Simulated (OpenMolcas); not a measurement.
# N I: from RASSCF to RASPT2

```
Program             : OpenMolcas 26.06
Basis               : ANO-RCC-VQZP [5s4p3d2f1g]
Scalar Hamiltonian  : DKH2, point nucleus
Active space        : 3 electrons in 9 orbitals (RAS2 2p; RAS3 3s 3d, at most 1 electron)
State averaging     : 2S+1 = 4 odd, 1 root; 2S+1 = 2 odd, 8 roots; 2S+1 = 4 even, 3 roots; 2S+1 = 2 even, 8 roots
Spin-orbit coupling : state interaction with AMFI integrals over the reference wave functions, term energies averaged over their components
```

Methods on the same reference wave functions:
A. RASSCF
B. SS-RASPT2, IPEA 0.25 Eh, imaginary shift 0.1 Eh (closed shells correlated: 1s 2s)

Energies in cm-1 above 2s2 2p3 4S* 3/2, the measured ground level; measured values from NIST Handbook of Basic Atomic Spectroscopic Data.

```csv
Level,A,B,Measured
2s2 2p3 4S* 3/2,0.0,0.0,0.0
2s2 2p3 2D* 3/2,23011,19330,19233
2s2 2p3 2D* 5/2,23011,19330,19224
2s2 2p3 2P* 1/2,37994,32800,28839
2s2 2p3 2P* 3/2,37994,32800,28839
2s2 2p2 3s 4P 1/2,96941,97770,83284
2s2 2p2 3s 4P 3/2,96987,97820,83318
2s2 2p2 3s 4P 5/2,97064,97890,83365
2s2 2p2 3s 2P 1/2,103126,103220,86137
2s2 2p2 3s 2P 3/2,103217,103310,86221
```

Deviations, from unrounded energies. A percentage is the sum of absolute deviations over the sum of measured energies, with the sign that they share, or ± where signs differ.

| Against measurement | Levels | A | B |
| --- | --- | --- | --- |
| mean absolute deviation (cm-1) | 9 | 11000 | 9500 |
| other terms of the ground configuration (%) | 4 | +26.9 | +8.4 |
| other configurations (%) | 5 | +17.8 | +18.4 |

B lies closest to measurement on these levels. The largest miss of B in the table is 2s2 2p2 3s 2P 3/2, by +17000 cm-1. The ranking rests on the paired levels alone, and a cruder setting can come out closer through cancelling errors.

From A to B the spin-free energies of the other terms of 2s2 2p3 shown, above 4S*, scale by factors of 0.84 to 0.86.

The lowest spin-free term lies below A's lowest term by 0.117 hartree in B.

Term energies are means over components that CASPT2 splits; among the terms shown or strongly mixed into the levels shown the widest spread is 170 cm-1 (2s2 2p3 2D*, B). ANO sets are built for valence states and can reach diffuse excited orbitals poorly. With the s shell closed, the reference lacks s² → p² mixing. No level of 2s2 2p2 3d was computed, though it lies in the active space. Without dynamic correlation excited terms often stand tens of per cent too high (terms of higher spin than the ground term too low), and those without a measured partner can miss by more than the paired ones (holds for A). Measured partners are found by configuration, term and J. A level has none where our copy of the source lacks it or the pairing is in doubt (some pairs that miss far off the trend of their configuration count as doubtful), and it then counts in no deviation. Only configurations of the active space appear. The table leaves out levels that lie high or whose names do not pair safely across all columns.

* marks odd parity.
